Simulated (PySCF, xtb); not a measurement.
ScF₂, SMILES [F][Sc+][F], charge +1.

xtb 6.7.1 with GFN2-xTB at its own geometry gives an orbital gap of 3.20 eV.

Geometry optimised at ωB97X-D3(BJ)/def2-TZVP. The spin state was assumed, not searched. The isomer is the one that the SMILES or the coordinates give; other isomers of the formula were not compared.

What does B3LYP/def2-TZVPD (PySCF) give? (An estimate is asked for; the answer gives what the named calculation found.)

gap 7.72 eV (levels -17.17 and -9.45 eV).
